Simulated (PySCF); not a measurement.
C₈H₁₁B.
SMILES with atom numbers: `[CH3:1][B:2]([CH3:3])[c:4]1[cH:5][cH:6][cH:7][cH:8][cH:9]1` (hydrogens: H10, H11, H12 on C1; H13, H14, H15 on C3; H16 on C5; H17 on C6; H18 on C7; H19 on C8; H20 on C9)

Theory: PBE0-D3(BJ)/def2-SVP geometry optimisation, gas phase (PySCF 2.14.0).

(1) What internal coordinates does the optimisation give?

Answers

(1) 
```json
{"bond": "C1–B2, B2–C3", "length (Å)": "1.576"}
{"bond": "B2–C4", "length (Å)": "1.571"}
{"bond": "C4–C5, C4–C9", "length (Å)": "1.408"}
{"bond": "C5–C6, C8–C9", "length (Å)": "1.392"}
{"bond": "C6–C7, C7–C8", "length (Å)": "1.395"}
{"bond": "C1–H10 and 5 like bonds", "length (Å)": "1.103"}
{"bond": "C5–H16, C9–H20", "length (Å)": "1.093"}
{"bond": "C6–H17, C8–H19", "length (Å)": "1.093"}
{"bond": "C7–H18", "length (Å)": "1.093"}
```

Bonds in one row agree within 0.01 Å and their mean is given. A selection of angles:
```json
{"angle": "B2–C1–H10", "degrees": "106.5"}
{"angle": "B2–C1–H11", "degrees": "116.2"}
{"angle": "B2–C1–H12", "degrees": "112.3"}
{"angle": "H10–C1–H11", "degrees": "106.9"}
{"angle": "H10–C1–H12", "degrees": "105.5"}
{"angle": "H11–C1–H12", "degrees": "108.9"}
{"angle": "C1–B2–C3", "degrees": "117.6"}
{"angle": "C1–B2–C4", "degrees": "121.2"}
{"angle": "B2–C4–C5", "degrees": "121.6"}
{"angle": "C5–C4–C9", "degrees": "117.0"}
{"angle": "C4–C5–C6", "degrees": "121.8"}
{"angle": "C4–C5–H16", "degrees": "119.4"}
{"angle": "C6–C5–H16", "degrees": "118.9"}
{"angle": "C5–C6–C7", "degrees": "119.8"}
{"angle": "C5–C6–H17", "degrees": "120.2"}
{"angle": "C7–C6–H17", "degrees": "120.0"}
{"angle": "C6–C7–C8", "degrees": "119.8"}
{"angle": "C6–C7–H18", "degrees": "120.1"}
```

Torsions: C1–B2–C4–C5 177° (antiperiplanar). The mirror-image conformer, all signs reversed, is as good.

The 6-membered ring C4–C5–C6–C7–C8–C9 has internal angles of 117.0° to 121.8° (sum 720°, against 720° for a flat polygon); it is planar, 0.00 Å rms from its mean plane, widest ring torsion 1°. B2 (three-coordinate boron) is planar (angles 121.2°, 121.2° and 117.6°, sum 360.0°, 0.00 Å off the plane of its three neighbours). Of the pairs four or more bonds apart, H11···H20 is among the closest relative to their van der Waals radii: 2.13 Å, 89 % of the sum of Bondi's values.

Point group: C2 (tolerance 0.08 Å). Stationary, but not proved a minimum.
